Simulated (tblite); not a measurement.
Run record: tight-binding relaxation, `B[C@@H]1CC[BH2-][N+]1(C)C`.

Computed with GFN2-xTB geometry optimisation, gas phase (tblite 0.8.0). Start geometry: from a force field or distance geometry. The input is one job of a driver script: a line of settings, then coordinates in Å.

Command:
```bash
OMP_NUM_THREADS=1 python probes_run.py task.json out
```

Input:
```
{"job": {"kind": "relax", "xc": "GFN2-xTB", "basis": "xTB"}, "charge": 0, "multiplicity": 1}
B      0.495300     2.221400    -0.080000
C      0.617800     0.709700     0.204000
C      1.631800    -0.026600    -0.669600
C      1.424100    -1.412200    -0.097500
B     -0.170200    -1.516000    -0.238000
N     -0.574300    -0.072700     0.114600
C     -1.521800     0.371200    -0.862000
C     -1.133100    -0.151300     1.462400
H      0.101900     2.717500    -1.072200
H      0.933200     2.981600     0.727600
H      1.020700     0.583100     1.251700
H      1.293900    -0.031900    -1.731900
H      2.644300     0.346900    -0.544800
H      1.966400    -2.196300    -0.642900
H      1.678600    -1.360100     0.995100
H     -0.470100    -1.706900    -1.372200
H     -0.653900    -2.303100     0.487600
H     -1.496400     1.431300    -1.090500
H     -2.537600     0.169100    -0.425500
H     -1.466100    -0.248800    -1.780900
H     -2.225800     0.046900     1.404700
H     -0.635100     0.626800     2.054600
H     -0.928000    -1.152400     1.915600
```

Question: What does the run print?

Answer: 
```
step      E/eV     max force
  0    -644.66562    2.338
  1    -644.97659    1.316
  2    -645.13677    0.904
  3    -645.25376    0.718
  4    -645.36332    0.549
  5    -645.41062    0.523
  6    -645.43982    0.344
  7    -645.46588    0.345
  8    -645.48464    0.304
  9    -645.49856    0.347
... (175 lines left out)
185    -646.15376    0.014
186    -646.15382    0.015
187    -646.15388    0.017
188    -646.15393    0.016
189    -646.15397    0.015
190    -646.15401    0.013
191    -646.15406    0.012
192    -646.15410    0.011
193    -646.15412    0.010
194    -646.15414    0.009
```

«max force» is the largest atomic force in eV/Å.

Question: From which step on does the largest force stay under 0.1 eV/Å, and how much energy is left to gain from there?

Answer: From step 152 (0.061 eV/Å), 9.0 meV above the end.

Summary of the converged run: energy lowered by 34.3 kcal/mol over 194 steps; largest atomic force 0.009 eV/Å at the end.

Question: Give the final coordinates.

Answer: 0.858 Å rms from the input after alignment:
```
atom  x, y, z in Å
B1     0.6089    2.2342    0.2922
C2     0.6479    0.6711    0.3604
C3     1.6345    0.0165   -0.6381
C4     1.2932   -1.4823   -0.6646
B5    -0.0800   -1.6598    0.2082
N6    -0.6114   -0.1023    0.2263
C7    -1.2964    0.1995   -1.0268
C8    -1.5165    0.1559    1.3388
H9    -0.3731    2.8559    0.1627
H10    1.6260    2.8017    0.3835
H11    1.0386    0.3943    1.3495
H12    1.5214    0.4702   -1.6255
H13    2.6576    0.2088   -0.3152
H14    1.1938   -1.8182   -1.6980
H15    2.1157   -2.0567   -0.2394
H16   -0.9280   -2.3339   -0.2869
H17    0.1315   -1.9520    1.3473
H18   -1.5591    1.2572   -1.0918
H19   -2.2032   -0.3983   -1.0891
H20   -0.6595   -0.0663   -1.8643
H21   -2.3736   -0.5114    1.2641
H22   -1.8635    1.1921    1.3374
H23   -1.0094   -0.0492    2.2795
```

On an Arm Neoverse N1 with one thread, on a shared host, this took 2.5 s.
Labels such as C1 count atoms from 1, the log's own numbers from 0.
